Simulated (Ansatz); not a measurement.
Two isomers of C2H6BClSi: A = `CC1[SiH2]B1Cl`, B = `B[C@H]1C[Si@H]1Cl`.

Computed with Ansatz on PBE0-D4/def2-TZVP structures; ΔE is electronic, products minus reactants. CCSD(T)/CBS is the MP2 limit (def2-TZVPP, def2-QZVPP) plus CCSD(T) − MP2 in def2-TZVPP, frozen cores. DFT in def2-TZVPP. B3LYP here is the variant with VWN-RPA as its local correlation; programs differ in this.

A:

```xyz
11

C     0.973   -0.005   -1.208
C     0.403   -0.109    0.183
Si   -1.132    0.656    1.216
B    -0.609   -1.106    0.671
Cl   -1.253   -2.557   -0.026
H     1.859   -0.639   -1.313
H     1.267    1.019   -1.451
H     0.247   -0.335   -1.953
H     1.076    0.269    0.964
H    -0.548    1.447    2.323
H    -2.283    1.360    0.593
```

B:

```xyz
11

B    -0.282   -0.951    1.279
C     0.118    0.375    0.701
C     1.113    0.560   -0.472
Si   -0.591    0.326   -1.055
Cl   -1.170   -1.370   -2.018
H     0.151   -1.973    0.823
H    -1.087   -0.993    2.164
H    -0.203    1.294    1.189
H     1.810   -0.262   -0.606
H     1.581    1.536   -0.547
H    -1.441    1.458   -1.456
```

(1) Which isomer does CCSD(T)/CBS put lower? Give the gap. (An estimate is asked.)

(2) Give E(B) − E(A) in kcal/mol with HF/def2-TZVPP, B3LYP-D4, MP2/def2-TZVPP, CCSD(T)/def2-TZVPP, PBE0-D4, ωB97M-V, CCSD/def2-TZVPP. (Estimate.)

Largest T1 diagnostic: 0.013.

## Answers

(1) The calculation gave: B, by 16.8 kcal/mol.

(2) Computed: HF/def2-TZVPP -20.1, B3LYP-D4 -15.5, MP2/def2-TZVPP -17.6, CCSD(T)/def2-TZVPP -15.9, PBE0-D4 -14.8, ωB97M-V -17.8, CCSD/def2-TZVPP -16.7. None reverses the order clearly.

In def2-TZVPP, CCSD(T) changes the Hartree–Fock value by +4.3 kcal/mol (the triples alone add +0.9 kcal/mol) and MP2 by +2.6 kcal/mol. From PBE to PBE0 (25 % exact exchange), in def2-TZVPP and without D4, E(B) − E(A) moves by −2.3 kcal/mol.
